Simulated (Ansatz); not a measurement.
B₄H₃. The state is a doublet with charge 0. Geometry B3LYP-D4/def2-TZVP; atoms count from 1.

```
atom   x (Å)   y (Å)   z (Å)
  B1   0.851   0.572  -0.013
  B2   0.985  -0.609   0.935
  B3  -0.483  -0.325   0.007
  B4  -0.212   1.128  -0.947
  H5   1.242  -1.460   1.698
  H6  -1.462  -0.983   0.022
  H7  -0.920   1.677  -1.703
```

The structure comes from a short search, and lower isomers may exist.

Estimate the Mulliken populations from the PBE0/def2-TZVP orbitals of Ansatz.


```csv
atom,charge (e),spin (α − β)
B1,-0.32,-0.01
B2,0.07,0.32
B3,-0.08,0.40
B4,0.07,0.32
H5,0.09,-0.01
H6,0.08,-0.01
H7,0.09,-0.01
```
Mulliken values depend strongly on the basis.

Where does the spin sit?

Summed by element: B 1.03, H -0.03, of 1 unpaired in all. Largest on single atoms: B3 0.40, B4 0.32, B2 0.32.

And the Mayer bond orders between heavy atoms (over 0.3)?

B1–B2 1.31 (1.52 Å); B1–B3 0.92 (1.61 Å); B1–B4 1.31 (1.52 Å); B2–B3 0.81 (1.76 Å); B3–B4 0.81 (1.76 Å).
